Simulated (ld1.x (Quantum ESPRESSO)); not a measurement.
Values are calculated unless marked as measured or tabulated.
**Potentials for zirconium compared**

Generated with ld1.x 7.5 (TM, RRKJ, ultrasoft, PAW), atompaw 4.2 or ONCVPSP 4.0.1. The cutoff is in Ry: for ld1.x and atompaw files where the sum of valence levels is converged to 10 mRy in a Bessel basis, for ONCV files where the hardest occupied wave has 1 mHa per electron of residual kinetic energy. The error is the largest all-electron minus pseudo excitation energy over each file’s own four to seven test configurations (ionisations up to +4, promotions, holes and added fractions of an electron), all of which were solved. The labels leave out finer settings (local radius, basis sizes, second energies), which also bear on the numbers. Spin-polarised tests are not counted. The rows are a selection from randomly drawn settings: files with unsolved tests, undetermined cutoffs or missed reference levels are left out.

```tsv
potential	cutoff (Ry)	largest error (meV)	bound ghosts
TM semilocal, PBE, scalar-relativistic, rc 2.50/3.45/2.20 (spd), local d, core correction yes, reference 4d2 5s2 5p0	30	-266	none
TM, PBEsol, scalar-relativistic, rc 2.75/4.20/2.75 (spd), local smoothed, core correction yes, reference 4d2 5s1.5 5p0	21	-275	none
```

Q: Fill in the row for Zr: TM, PBE, fully relativistic, rc 2.20/3.65/2.50 (spd), local s, core correction yes, reference 4d2 5s1 5p0.

A: cutoff 25 Ry, largest error -333 meV, bound ghosts: none.

Q: Fill in the row for Zr: RRKJ, LDA (PZ), scalar-relativistic, rc 3.15/2.25/2.00 (spd), local s, core correction no, reference 4p6 4d2 5s1.75 5p0.

A: cutoff 25 Ry, largest error -855 meV, bound ghosts: none.

Q: Fill in the row for Zr: RRKJ, LDA (PZ), scalar-relativistic, rc 3.10/4.20/1.80 (spd), local s, core correction yes, reference 4d3 5s1 5p0.

A: cutoff 30 Ry, largest error -360 meV, bound ghosts: none.
